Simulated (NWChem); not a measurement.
The numbers come from NWChem runs, not from measurements. System: H₃B, charge 0, spin multiplicity 1, at a geometry optimised with B3LYP/def2-SVP. The structure started from a generated list of species. Level: MP2/def2-TZVP, 1 core orbitals frozen.

NWChem printed:

```
             Northwest Computational Chemistry Package (NWChem) 7.3.0
             --------------------------------------------------------

                                NWChem Input Module
                                -------------------

 Scaling coordinates for geometry "geometry" by  1.889725989
 (inverse scale =  0.529177249)

 Turning off AUTOSYM since
 SYMMETRY directive was detected!

                             Geometry "geometry" -> ""
                             -------------------------

 Output coordinates in angstroms (scale by  1.889725989 to convert to a.u.)

  No.       Tag          Charge          X              Y              Z
 ---- ---------------- ---------- -------------- -------------- --------------
    1 B                    5.0000     0.00000000     0.00000000     0.00000000
    2 H                    1.0000     0.00000000     0.00000000     1.20439200
    3 H                    1.0000    -1.04303300     0.00000000    -0.60219500
    4 H                    1.0000     1.04303300     0.00000000    -0.60219500

 Effective nuclear repulsion energy (a.u.)       7.3516160856

            Nuclear Dipole moment (a.u.)
            ----------------------------
        X                 Y               Z
 ---------------- ---------------- ----------------
     0.0000000000     0.0000000000     0.0000037795

      Symmetry information
      --------------------

 Group name             C2v
 Group number             16
 Group order               4
 No. of unique centers     3

      Symmetry unique atoms

     1    2    3


 Summary of "ao basis" -> "" (spherical)
 ------------------------------------------------------------------------------
       Tag                 Description            Shells   Functions and Types
 ---------------- ------------------------------  ------  ---------------------
 *                         def2-tzvp                  on all atoms

 Summary of "ao basis" -> "ao basis" (spherical)
 ------------------------------------------------------------------------------
       Tag                 Description            Shells   Functions and Types
 ---------------- ------------------------------  ------  ---------------------
 B                         def2-tzvp                11       31   5s3p2d1f
 H                         def2-tzvp                 4        6   3s1p

                                 NWChem SCF Module
                                 -----------------

  ao basis        = "ao basis"
  functions       =    49
  atoms           =     4
  closed shells   =     4
  open shells     =     0
  charge          =   0.00
  wavefunction    = RHF
  use symmetry    = T
  symmetry adapt  = T

 Summary of "ao basis" -> "ao basis" (spherical)
 ------------------------------------------------------------------------------
       Tag                 Description            Shells   Functions and Types
 ---------------- ------------------------------  ------  ---------------------
 B                         def2-tzvp                11       31   5s3p2d1f
 H                         def2-tzvp                 4        6   3s1p

      Symmetry analysis of basis
      --------------------------

        a1         23
        a2          4
        b1         13
        b2          9

 Forming initial guess at       0.0s

      Superposition of Atomic Density Guess
      -------------------------------------

 Sum of atomic energies:         -26.03414045

      Non-variational initial energy
      ------------------------------

 Total energy =     -26.234782
 1-e energy   =     -48.038936
 2-e energy   =      14.452537
 HOMO         =      -0.410535
 LUMO         =      -0.054285

      Symmetry analysis of molecular orbitals - initial
      -------------------------------------------------

  Numbering of irreducible representations:

     1 a1          2 a2          3 b1          4 b2

  Orbital symmetries:

     1 a1          2 a1          3 b1          4 a1          5 b2
     6 a1          7 b1          8 a1          9 a1         10 b2
    11 a1         12 b1         13 a2         14 b2

 Starting SCF solution at       0.1s

 ----------------------------------------------
         Quadratically convergent ROHF
[...]
   13    0.5267
   14    0.5267

                       ROHF Final Molecular Orbital Analysis
                       -------------------------------------

 Vector    2  Occ=2.000000D+00  E=-7.010233D-01  Symmetry=a1
              MO Center= -2.2D-17,  4.3D-33, -1.2D-06, r^2= 1.4D+00
   Bfn.  Coefficient  Atom+Function         Bfn.  Coefficient  Atom+Function
  ----- ------------  ---------------      ----- ------------  ---------------
     3      0.316321  1 B  s                  4      0.312593  1 B  s
     2     -0.188867  1 B  s

 Vector    3  Occ=2.000000D+00  E=-4.959726D-01  Symmetry=b1
              MO Center=  1.2D-10,  1.4D-16, -3.6D-01, r^2= 1.6D+00
   Bfn.  Coefficient  Atom+Function         Bfn.  Coefficient  Atom+Function
  ----- ------------  ---------------      ----- ------------  ---------------
     6      0.299217  1 B  px                 9      0.242645  1 B  px
    39     -0.215632  3 H  s                 45      0.215632  4 H  s

 Vector    4  Occ=2.000000D+00  E=-4.959723D-01  Symmetry=a1
              MO Center= -1.1D-10,  3.1D-16,  3.6D-01, r^2= 1.6D+00
   Bfn.  Coefficient  Atom+Function         Bfn.  Coefficient  Atom+Function
  ----- ------------  ---------------      ----- ------------  ---------------
     8      0.299217  1 B  pz                33      0.248990  2 H  s
    11      0.242645  1 B  pz                32      0.163038  2 H  s
    34      0.150295  2 H  s

 Vector    5  Occ=0.000000D+00  E= 5.357042D-02  Symmetry=b2
              MO Center= -2.5D-16,  2.1D-16, -2.9D-08, r^2= 3.9D+00
   Bfn.  Coefficient  Atom+Function         Bfn.  Coefficient  Atom+Function
  ----- ------------  ---------------      ----- ------------  ---------------
    13      0.752446  1 B  py                 7      0.244898  1 B  py
    10      0.164208  1 B  py

 Vector    6  Occ=0.000000D+00  E= 1.391326D-01  Symmetry=a1
              MO Center=  9.0D-17, -1.1D-16, -5.7D-06, r^2= 7.4D+00
   Bfn.  Coefficient  Atom+Function         Bfn.  Coefficient  Atom+Function
  ----- ------------  ---------------      ----- ------------  ---------------
     5      3.759810  1 B  s                  4     -1.733479  1 B  s
    34     -0.883860  2 H  s                 40     -0.883867  3 H  s
    46     -0.883867  4 H  s                  3      0.181262  1 B  s
    33      0.160914  2 H  s                 39      0.160915  3 H  s
    45      0.160915  4 H  s

 Vector    7  Occ=0.000000D+00  E= 1.702232D-01  Symmetry=b1
              MO Center= -1.6D-12,  3.0D-29,  8.4D-01, r^2= 7.1D+00
   Bfn.  Coefficient  Atom+Function         Bfn.  Coefficient  Atom+Function
  ----- ------------  ---------------      ----- ------------  ---------------
    12      2.393538  1 B  px                40      1.595130  3 H  s
    46     -1.595130  4 H  s                  9     -0.288196  1 B  px

 center of mass
 --------------
 x =   0.00000000 y =   0.00000000 z =   0.00000027

 moments of inertia (a.u.)
 ------------------
           7.830857142541           0.000000000000           0.000000000000
           0.000000000000          15.661706915986           0.000000000000
           0.000000000000           0.000000000000           7.830849773444

  Mulliken analysis of the total density
  --------------------------------------

    Atom       Charge   Shell Charges
 -----------   ------   -------------------------------------------------------
    1 B    5     5.03   0.92  1.06  0.51  0.58  0.04  0.86  0.88  0.11  0.03  0.04  0.00
    2 H    1     0.99   0.25  0.52  0.20  0.01
    3 H    1     0.99   0.25  0.52  0.20  0.01
    4 H    1     0.99   0.25  0.52  0.20  0.01

       Multipole analysis of the density wrt the origin
       ------------------------------------------------

     L   x y z        total         open         nuclear
     -   - - -        -----         ----         -------
     0   0 0 0     -0.000000      0.000000      8.000000

     1   1 0 0     -0.000000      0.000000      0.000000
     1   0 1 0     -0.000000      0.000000      0.000000
     1   0 0 1     -0.000001      0.000000      0.000004

     2   2 0 0     -7.053411      0.000000      7.770049
     2   1 1 0      0.000000      0.000000      0.000000
     2   1 0 1     -0.000000      0.000000      0.000000
     2   0 2 0     -5.322042      0.000000      0.000000
     2   0 1 1      0.000000      0.000000      0.000000
     2   0 0 2     -7.053414      0.000000      7.770056

                   NWChem MP2 Semi-direct Energy/Gradient Module
                   ---------------------------------------------

  Basis functions       =     49
  Molecular orbitals    =     49
  Frozen core           =      1
  Frozen virtuals       =      0
  Active alpha occupied =      3
  Active beta occupied  =      3
  Active alpha virtual  =     45
  Active beta virtual   =     45
  Use MO symmetry       = T
  Use skeleton AO sym   = T

  AO/Fock/Back tols     =   1.0D-09  1.0D-09  1.0D-09

 GA uses MA = F    GA memory limited = T

 Available:
  local mem=  1.26D+08
 global mem=  1.44D+08
 local disk=  0.00D+00
  mp2_memr nvloc                    45
  nvloc new                    45
   1 passes of   3:        3145728                      11645                    566447.
   1 passes of   3: M    126153527           G      144174398           F     123007799.

 Semi-direct pass number   1 of   1  for RHF alpha+beta  at        0.2s
  vrange nnbf                  1225
  mp2_eaftype                    10  avail_ma_in_mb                  1099
 EAF : mp2_eaftype filesize          10     283223.
  mp2_eaf for mointskh                     10
Node 0 wrote      1.3 Mb in      0.0 s     Agg I/O rate:  3424.0 Mb/s
 Done moints_semi at        0.5s
  mp2_eaftype                    10  avail_ma_in_mb                  1089
 EAF : mp2_eaftype filesize          10     283223.
  mp2_eaf for kh                    10
 Done maket at        0.5s
 Done multipass loop at        0.5s

          -------------------------------------------
          SCF energy                 -26.399846990652
          Correlation energy          -0.105998195109
          Singlet pairs               -0.089505683769
          Triplet pairs               -0.016492511340
          Total MP2 energy           -26.505845185761
          -------------------------------------------

          ---------------------------------------------------
                    Spin Component Scaled (SCS) MP2
          Same spin pairs                     -0.010995007560
          Same spin scaling factor             0.333333333333
          Opposite spin pairs                 -0.095003187549
          Opposite spin scaling fact.          1.200000000000
          SCS-MP2 correlation energy          -0.117668827579
          Total SCS-MP2 energy               -26.517515818230
          ---------------------------------------------------

 -----------------------
 Performance information
 -----------------------

 Timer overhead =  1.63D-07 seconds/call

               Nr. of calls         CPU time (s)                 Wall time (s)                GFlops
             ---------------    -------------------     ------------------------------   -------------------
Name         Min   Avg   Max    Min     Avg     Max     Min     Avg     Max   Mx/calls   Min     Max     Sum
mp2: moin     1     1     1   0.23    0.23    0.23     0.23    0.23    0.23    0.23      0.0     0.0     0.0
mp2: make     1     1     1   6.45E-3 6.45E-3 6.45E-3  6.45E-3 6.45E-3 6.45E-3 6.45E-3   0.0     0.0     0.0
mp2: tota     1     1     1   0.27    0.27    0.27     0.27    0.27    0.27    0.27      0.0     0.0     0.0

 The average no. of pstat calls per process was 3.00D+00
 with a timing overhead of 4.90D-07s

 Task  times  cpu:        0.4s     wall:        0.4s

 Total times  cpu:        0.5s     wall:        0.5s
```

Task: Write an NWChem input that would produce this output.

Result: Several could match; the one computed here: 
```
start mol
memory heap 200 mb stack 900 mb global 1100 mb
geometry units angstroms nocenter noautoz
  B      0.000000     0.000000    -0.000000
  H      0.000000     0.000000     1.204392
  H     -1.043033     0.000000    -0.602195
  H      1.043033     0.000000    -0.602195
  symmetry group C2v
end
basis spherical
  * library def2-tzvp
end
scf
  rhf
  nopen 0
  maxiter 100
  thresh 1e-7
  semidirect memsize 60000000 filesize 0
end
mp2
  freeze core 1
end
task mp2 energy
```
